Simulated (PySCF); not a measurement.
Question: Give a PBE0-D3(BJ)/def2-SVP geometry of `B[PH2+][BH2-]F`.

Answer: 
```xyz
10
B2FH6P angstrom
B      1.5975    0.0614   -0.2111
P     -0.0091    0.8774    0.3318
B     -1.7464   -0.4168    0.2900
F     -1.9019   -0.8629   -0.9894
H      1.9134    0.1190   -1.3703
H      2.2005   -0.6116    0.5829
H      0.1278    1.3101    1.6693
H     -0.1541    2.0907   -0.3801
H     -1.3532   -1.2267    1.1161
H     -2.5276    0.4443    0.6727
```

Any rigid rotation of these coordinates is as good. Atoms count from 1 in this order. B3 (four-coordinate boron) has angles from 94.9° to 117.4°. The 2 B–P bonds span 1.882 Å (B1–P2, drawn single) to 2.167 Å (P2–B3, drawn single), a spread of 0.285 Å. P2 (phosphorus bonded to 2 B and 2 H) is distorted tetrahedral (angles from 102.9° to 114.9°). B1 (three-coordinate boron) is planar (angles 122.1°, 118.8° and 118.7°, sum 359.6°, 0.05 Å off the plane of its three neighbours).

Bonds between heavy atoms (Å): B1–P2 1.882, P2–B3 2.167, B3–F4 1.364.

Method: PBE0-D3(BJ)/def2-SVP geometry optimisation, gas phase in PySCF.

Point group: C1 (no symmetry element, even within 0.4 Å). Stationary, but not proved a minimum. One conformer, not necessarily the lowest (H–B1–P2–B3 91° and -81°, B1–P2–B3–F4 -59°).
